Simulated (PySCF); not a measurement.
How methods differ on the excitation energy of Ir

Ir [Xe] 4f14 5d7 6s2 (4F) → Ir [Xe] 4f14 5d7 6s1 7s1 (6F), as a difference of total energies. Calculation: PySCF 2.14, in aug-cc-pwCVDZ-PP with ECP60MDF (6s6p5d3f, 70 functions); scalar relativity through the core potential. Correlated levels: valence: 5s2 5p6 frozen. The calculations carry no spin-orbit coupling.

```json
{"method": "UHF", "excitation energy (cm⁻¹)": "37428"}
{"method": "MP2 (valence)", "excitation energy (cm⁻¹)": "48844"}
{"method": "SCS-MP2 (valence)", "excitation energy (cm⁻¹)": "50619"}
{"method": "CCSD (valence)", "excitation energy (cm⁻¹)": "48304"}
{"method": "CCSD(T) (valence)", "excitation energy (cm⁻¹)": "49119"}
```

The promoted electron is Rydberg-like, and one or two diffuse shells describe it only roughly, which tends to raise the upper state.
